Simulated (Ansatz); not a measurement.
Geometry optimisation, RKS BLYP/def2-SVP (Ansatz).

input.yaml

```yaml
crystal:
  periodic: [false, false, false]
  atoms:
    - { symbol: "N", position_ang: [-1.3516, 2.0009, 0.0833] }
    - { symbol: Si, position_ang: [-1.2821, 0.2973, -0.3027] }
    - { symbol: B, position_ang: [0.5417, -0.1686, -0.6462] }
    - { symbol: Si, position_ang: [1.5281, -1.4673, 0.4926] }
    - { symbol: H, position_ang: [-0.7786, 2.2167, 0.8757] }
    - { symbol: H, position_ang: [-0.9847, 2.5748, -0.7392] }
    - { symbol: H, position_ang: [-1.7597, -0.4772, 0.8407] }
    - { symbol: H, position_ang: [-2.0398, 0.0145, -1.5043] }
    - { symbol: H, position_ang: [1.1719, 0.3646, -1.4701] }
    - { symbol: H, position_ang: [-0.18573, -1.05496, -0.87881] }
    - { symbol: H, position_ang: [1.4268, -1.0068, 1.91] }
    - { symbol: H, position_ang: [2.8634, -1.6457, 0.0678] }
basis:
  gaussian: { orbitals: def2-SVP }
hamiltonian:
  xc: blyp
relax:
  f_tol: 0.02
  max_steps: 50
```

Command:

```bash
$ ansatz run input.yaml --threads 2 --pin off --max-ram 3072MiB --backend cpu --events-out ev --progress --plain --runs-dir out
```

Q: Where does it end, and by what steps?

A: The run converged. After 34 steps the energy has fallen by 2.308 eV; H12 moved furthest, 2.26 Å.

```
step  energy less start (eV)  largest force component (eV/Å)  accepted
   0                  0.0000                           2.976       yes
   2                 -1.5653                           0.833       yes
   4                 -1.9539                           0.291       yes
   6                 -2.0602                           0.148       yes
   8                 -2.1092                           0.373       yes
  10                 -2.1391                           0.384       yes
  12                 -2.1881                           0.338       yes
  14                 -2.2420                           0.258       yes
  16                 -2.2766                           0.333       yes
  18                 -2.2908                           0.170       yes
  20                 -2.2985                           0.070       yes
  22                 -2.3011                           0.067       yes
  24                 -2.3022                           0.090       yes
  26                 -2.3041                           0.198       yes
  28                 -2.3056                           0.238       yes
  30                 -2.3062                           0.086        no
  32                 -2.3079                           0.022       yes
  34                 -2.3083                           0.016       yes
```

```xyz
12
Properties=species:S:1:pos:R:3
N -0.864 2.030 -0.037
Si -1.009 0.290 0.043
B 0.523 -0.750 -1.265
Si 1.325 -1.050 0.428
H -0.569 2.535 0.803
H -0.450 2.457 -0.871
H -1.319 -0.025 1.483
H -2.168 -0.212 -0.767
H 0.809 0.236 -1.918
H -0.062 -1.682 -1.777
H 0.983 -2.205 1.328
H 1.950 0.025 1.279
```

The run took 37 s on 2 threads of Intel(R) Xeon(R) 6975P-C (Granite Rapids), on a shared host, peak memory 0.16 GiB.
